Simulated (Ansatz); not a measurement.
Isolated molecules relaxed with PBE0-D4/def2-TZVP in Ansatz; ΔE leaves out vibrations. CCSD(T)/CBS adds triple-zeta CCSD(T) − MP2 to the extrapolated MP2 energy (def2 sets, frozen cores). DFT in def2-TZVPP. For Ge outer-core shells are correlated without core-valence functions, which leaves a few kJ/mol of doubt a bond. Scalar relativity is left out up to krypton. Each species was taken in one conformer, which may not be the lowest.

Reaction (ligand exchange at a Ge–S bond): `F[SiH](F)[S][GeH3]` + `C=C[SiH2]S` → `C=C[SiH2][S][GeH3]` + `F[SiH](F)S`

| species | ωB97M-V energy (Eh) |
| --- | --- |
| `F[SiH](F)[S][GeH3]` | -2966.86872 |
| `C=C[SiH2]S` | -767.47267 |
| `C=C[SiH2][S][GeH3]` | -2845.57404 |
| `F[SiH](F)S` | -888.76646 |

**Question.** Work out ΔE.

**Answer.** ΔE = (-2845.57404) + (-888.76646) − (-2966.86872) − (-767.47267) = 0.00089 Eh = +0.6 kcal/mol. CCSD(T)/CBS gives +0.3 kcal/mol.

Largest T1 diagnostic among the species: 0.012.

The D4 term adds −1.3 kcal/mol with B3LYP and −0.7 kcal/mol with PBE0; it sums over pairs of atoms, weighted by their polarisabilities, and B3LYP, whose exchange is more repulsive, gets the larger term. In def2-TZVPP, CCSD(T) changes the Hartree–Fock value by −2.0 kcal/mol (the triples alone add −0.3 kcal/mol) and MP2 by −2.2 kcal/mol.

B3LYP here is the variant with VWN-RPA as its local correlation; programs differ in this.
